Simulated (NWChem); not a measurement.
# CCl$_{2}$GaNO; SMILES O=C=[N][Ga]([Cl])[Cl]

```xyz
6

Ga    -0.0351     0.3298     0.0038
Cl    -1.9648     1.2048     0.0083
Cl     1.6917     1.5587     0.0023
N      0.1364    -1.4542     0.0030
C      0.2467    -2.6492    -0.0018
O      0.3538    -3.8104    -0.0060
```
Atoms are numbered in this order, from 1.

Computed with NWChem. Pople sets run with spherical d functions. Coordinates come from a PBE0/def2-SVP optimisation. Vzz is the largest principal value of the second derivative of the potential at the nucleus (NWChem prints the opposite sign); η is the asymmetry. Non-relativistic.

For level PBE0/6-31G*:

```yaml
Vzz Ga1 (a.u.): 1.716
Vzz N4 (a.u.): 0.515
```

Question: How do the values read with level B3LYP/6-31G* instead?

Answer: 
- Vzz Ga1 (a.u.) = 1.641
- Vzz N4 (a.u.) = 0.497
